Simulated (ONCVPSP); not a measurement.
P (Z = 15), ONCV: configuration errors across variants

```json
{
  "Element": "phosphorus",
  "Generator": "ONCVPSP 4.0.1",
  "Type": "optimised norm-conserving Vanderbilt (ONCV)",
  "Functional": "PBE",
  "Relativity": "non-relativistic",
  "Frozen core": "[Ne]",
  "Valence charge": "5",
  "Reference configuration": "3s2 3p3",
  "Partial waves": "3s: rc 1.60 bohr, ncon 5, nbas 9, qcut 3.5 1/bohr, 3 projectors, debl 2.1 Ha; 3p: rc 1.70 bohr, ncon 5, nbas 8, qcut 5.3 1/bohr, 2 projectors, debl 3.2 Ha; d scattering state at 0.03 Ha: rc 1.60 bohr, ncon 4, nbas 8, qcut 7 1/bohr, local",
  "Local potential": "the d channel",
  "Core correction": "none"
}
```

All-electron excitation energies from the reference (eV): (1) 3s2 3p2 9.742; (2) 3s2 3p1 28.901; (3) 3s2 3p0 58.651; (4) 3s1 3p0 110.532.

2 further variants failed, have other tests or too few solved ones, and are left out.

A true bound ghost makes a file unfit for plane-wave use even where its test errors are small: the radial tests pick states by their node count and pass the ghost by.

Errors AE − PS in meV (a dash: test not solved or not reliable):

```json
{"change": "base", "(1)": "+0.3", "(2)": "+7.0", "(3)": "+43", "(4)": "+197", "bound ghosts": "s", "GHOST(+) flags above zero": "s"}
{"change": "s: nbas 10", "(1)": "+0.5", "(2)": "+8.1", "(3)": "+47", "(4)": "+197", "bound ghosts": "s", "GHOST(+) flags above zero": "s"}
{"change": "d: ncon 5, nbas 9", "(1)": "+0.3", "(2)": "+7.0", "(3)": "+43", "(4)": "+197", "bound ghosts": "s", "GHOST(+) flags above zero": "s"}
{"change": "s: qcut 2.6", "(1)": "+0.8", "(2)": "+11", "(3)": "+55", "(4)": "+200", "bound ghosts": "s", "GHOST(+) flags above zero": "s"}
```

Task: Give the same row for: s: qcut 4.1; p: qcut 6.2; d: qcut 8.2.

Result: 0.0, +4.5, +33, +195; bound ghosts: s; GHOST(+) flags above zero: s.
